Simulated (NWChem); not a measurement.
**Correlation energy of CH2N**

```xyz
4

C      0.0000     0.0000    -0.5021
N      0.0000     0.0000     0.7402
H     -0.9435     0.0000    -1.0845
H      0.9435     0.0000    -1.0845
```
Charge 0, spin multiplicity 2.

Everything below was run with NWChem. Structure: optimised with UPBE0/def2-SVP, a minimum by its harmonic frequencies.

Basis set: 6-31G*. Each correlation energy counts from its own Hartree-Fock reference.

The correlated methods keep 2 core orbitals frozen. The Pople sets run with spherical d functions. The structure started from a generated list of species. The unpaired electrons of the parent sit in orbitals of symmetry b1 (C2v labels of the run); other states weren't searched. No SCF solution was tested for a lower state. Open-shell Hartree-Fock references start from PBE0 orbitals. Coupled-cluster values serve here as a point of comparison, not as the truth.

```csv
method,correlation energy (mHa),remark
UMP2,-235.3,spin-contaminated
SCS-UMP2,…,spin-contaminated
CCSD on UHF,-271.9,spin-contaminated
CCSD[T] on UHF,-281.6,spin-contaminated
CCSD(T) on UHF,-280.6,spin-contaminated
CCSD on ROHF,…,-
CCSD[T] on ROHF,-292.1,-
CCSD(T) on ROHF,…,-
CCSDT on ROHF,…,-
```

Q: Some entries are withheld; supply them.

A: 
- SCS-UMP2, correlation energy (mHa): -231.4
- CCSD on ROHF, correlation energy (mHa): -282.0
- CCSD(T) on ROHF, correlation energy (mHa): -291.4
- CCSDT on ROHF, correlation energy (mHa): -291.9
